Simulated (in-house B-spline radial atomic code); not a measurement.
## Ionising the cerium ion Ce²⁺ with different functionals

Computed with an all-electron radial atomic-structure program (B-spline basis): scalar-relativistic (spin-free X2C) Hamiltonian, Fermi nucleus of rms radius 4.8771 fm, spin-polarised at highest spin, spherical fractional occupations for the functionals, and exact exchange of hybrids averaged over the configuration. The ionisation energy is the difference of two self-consistent energies, [Xe] 4f2 → [Xe] 4f1, without Breit or QED terms; ε is the level of the shell that loses the electron (its least bound occupied spin orbital). There is no spin-orbit coupling in this Hamiltonian.

```json
{"method": "PBE0", "rung": "global hybrid", "ΔSCF (eV)": "?", "-ε(4f) (eV)": "?"}
{"method": "B3LYP", "rung": "global hybrid", "ΔSCF (eV)": "20.55", "-ε(4f) (eV)": "15.03"}
{"method": "TPSSh", "rung": "global hybrid", "ΔSCF (eV)": "20.49", "-ε(4f) (eV)": "13.99"}
{"method": "BHandHLYP", "rung": "global hybrid", "ΔSCF (eV)": "19.71", "-ε(4f) (eV)": "17.29"}
{"method": "r2SCAN0", "rung": "global hybrid", "ΔSCF (eV)": "20.11", "-ε(4f) (eV)": "15.14"}
{"method": "B97-1", "rung": "global hybrid", "ΔSCF (eV)": "20.44", "-ε(4f) (eV)": "15.02"}
{"method": "HSE06", "rung": "range-separated hybrid", "ΔSCF (eV)": "20.38", "-ε(4f) (eV)": "14.96"}
{"method": "wB97X", "rung": "range-separated hybrid", "ΔSCF (eV)": "20.29", "-ε(4f) (eV)": "17.82"}
{"method": "CAM-B3LYP", "rung": "range-separated hybrid", "ΔSCF (eV)": "20.45", "-ε(4f) (eV)": "16.88"}
{"method": "LC-wPBE", "rung": "range-separated hybrid", "ΔSCF (eV)": "?", "-ε(4f) (eV)": "?"}
```

(1) What does PBE0 give?

(2) What does LC-wPBE give?

(3) Among the functionals, which spreads more, the ΔSCF values or the orbital energies?

(4) How do they compare with the NIST value?

Results:

(1) ΔSCF 20.43 eV, and -ε(4f) = 15.42 eV.

(2) ΔSCF 20.62 eV, and -ε(4f) = 18.20 eV.

(3) The orbital energies: ΔSCF values span about 0.91 eV and the orbital energies 4.21 eV; here energy differences depend much less on the functional than eigenvalues do.

(4) NIST lists 20.197 eV ± 0.0025 (semi-empirical, ground level to ground level). Errors run from -0.49 to +0.42 eV; r2SCAN0 is closest (-0.08 eV), but part of that can be cancellation, since the calculations leave out spin-orbit coupling, Breit-QED terms, multiplet and fine-structure energies.
